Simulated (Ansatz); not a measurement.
`O[SiH2]B(F)Br` + HBr → `FB(Br)Br` + `O[SiH3]` at 298.15 K and 1 bar (cleavage of the B–Si bond).

Program: Ansatz. Geometries: PBE0-D4/def2-TZVP. ΔE: electronic, gas phase. CCSD(T)/CBS adds triple-zeta CCSD(T) − MP2 to the extrapolated MP2 energy (def2 sets, frozen cores). For Br outer-core shells are correlated without core-valence functions, which leaves a few kJ/mol of doubt a bond. Scalar relativity is left out up to krypton. Each species was taken in one conformer, which may not be the lowest.

```csv
species,CCSD(T)/CBS energy (Eh),H − E (kJ/mol),S (J/(mol·K))
`O[SiH2]B(F)Br`,-3064.09027,122.9,368.2
HBr,-2573.91920,24.6,198.6
`FB(Br)Br`,-5271.35159,35.6,310.7
`O[SiH3]`,-366.69042,113.6,257.8
```

H − E and S are ideal-gas, rigid-rotor, harmonic terms from PBE0-D4/def2-TZVP, for one conformer and one mirror image of each species. 1 Eh = 2625.50 kJ/mol, R = 8.31446 J/(mol·K).

Question: By hand: ΔE, ΔH, ΔS and ΔG.

Answer: ΔE = (-5271.35159) + (-366.69042) − (-3064.09027) − (-2573.91920) = -0.03254 Eh = -85.4 kJ/mol. Δ(H − E) = 35.6 + 113.6 − 122.9 − 24.6 = 1.7, so ΔH = -83.7 kJ/mol. ΔS = 310.7 + 257.8 − 368.2 − 198.6 = 1.7 J/(mol·K). ΔG = -83.7 − 298.15 × (1.7)/1000 = -84.2 kJ/mol.

Question: By hand: the equilibrium constant, and the temperature at which ΔG would vanish if ΔH and ΔS stayed fixed.

Answer: log₁₀ K = −ΔG/(RT ln 10) = 14.8. ΔH and −TΔS have one sign here, so there is no such temperature.

The number of gas molecules stays the same, so ΔS is small and ΔH decides. A doubt of 5 kJ/mol in ΔE shifts log₁₀ K by 0.9 here. Other conformers and mirror images would add mixing entropy, several J/(mol·K) or more a flexible species. Modes under 60 cm⁻¹, often nearly free rotors, make the harmonic entropy too high. These are equilibria of isolated gas molecules and say nothing of rates. Largest T1 diagnostic: 0.012 (customary marks: 0.02 for closed shells, 0.045 for open ones).

ΔS is within the doubt of such terms, so its sign, and with it that verdict, could turn.
